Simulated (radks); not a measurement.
Fe6+, 20 electrons, occupied as [Ar] 3d2. Calculated with a radial shooting solver on a logarithmic mesh with Libxc functionals: non-relativistic Kohn-Sham, LB94 model potential, spin-polarised, spherical densities, point nucleus; open shells are filled with parallel spins first.

Unscreened Slater integrals over Kohn-Sham orbitals (eV). They are taken over the spin-up orbitals.

F0(3d,3d): 30.419
F2(3d,3d): 14.788
F4(3d,3d): 9.3510
F0(3d,3p): 30.405
F2(3d,3p): 14.777
G1(3d,3p): 17.861
G3(3d,3p): 11.134
F0(3d,3s): 30.700
G2(3d,3s): 13.709
F0(3d,2p): 40.766
F2(3d,2p): 9.0458
G1(3d,2p): 7.1511
G3(3d,2p): 4.0767
F0(3p,3p): 30.685
F2(3p,3p): 15.487
F0(3p,3s): 30.957
G1(3p,3s): 20.574
F0(3p,2p): 41.402
F2(3p,2p): 8.6170
G0(3p,2p): 3.3634
G2(3p,2p): 3.5477
F0(3s,3s): 31.267
F0(3s,2p): 41.438
G1(3s,2p): 3.4974
F0(2p,2p): 105.47
F2(2p,2p): 49.747

Derived for the open shells (J is the average intra-shell exchange parameter used in DFT+U). 3d: Racah B = F2/49 - 5 F4/441 = 0.1958 eV, C = 35 F4/441 = 0.7421 eV, C/B = 3.79, F4/F2 = 0.632, J = (F2 + F4)/14 = 1.724 eV.
